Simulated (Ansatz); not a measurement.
Species: sum formula H4BSiO2, charge 0, multiplicity 2. It need not be the lowest isomer of its formula. 
Coordinates optimised at B3LYP-D3(BJ)/def2-TZVP (Ansatz, a first-principles code):
SMILES: [B](O)O[SiH3]
```xyz
8

O      2.3553    -0.2182    -0.3687
B      1.1995     0.3457     0.0498
O      0.0135    -0.2523    -0.1327
Si    -1.5710     0.0863     0.2151
H      3.1323     0.3141    -0.1761
H     -1.6796     1.3899     0.9048
H     -2.3192     0.1176    -1.0577
H     -2.0876    -0.9939     1.0796
```
Charge 0, spin multiplicity 2.

Parts of the frozen-core correlation energy in cc-pwCVTZ (Ansatz, hartree). Frozen orbitals: 8; correlated occupied orbitals by spin: 12 and 11; virtual: 224 and 225. Open shells are spin-unrestricted. Spin-orbit coupling is left out. No relativistic terms.

| term | value |
|---|---|
| reference (HF) | -465.85171 |
| MP2 opposite-spin | [?] |
| MP2 same-spin | [?] |
| CCSD correlation | -0.70908 |
| (T) | [?] |
| T1 diagnostic | 0.015 |
| largest doubles amplitude | 0.021 |
| <S^2> of the reference | 0.754 |

Q: Some entries are withheld; supply them.

A: 
- MP2 opposite-spin, value: -0.52120
- MP2 same-spin, value: -0.16244
- (T), value: -0.02603
